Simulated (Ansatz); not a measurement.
Input for Ansatz (development build ahead of 0.2.0):

```yaml
crystal:
  periodic: [false, false, false]
  atoms:
    - { symbol: H, position_ang: [0.01063, 0.04305, -0.35734] }
    - { symbol: H, position_ang: [-0.02807, -0.00065, 0.33907] }
basis:
  gaussian: { orbitals: def2-TZVP }
hamiltonian:
  xc: hf
correlation:
  method: mp2
  frozen_orbitals: { H: 0 }
```

The input is written out in the form of the current development build from the run's settings.

Results

| Quantity | Value |
| --- | --- |
| Converged | yes |
| Reference energy | -1.13153 hartree |
| Correlation energy | -0.02762 hartree |
| Total energy | -1.15916 hartree |
| Spin squared of the determinant | 0.000 |
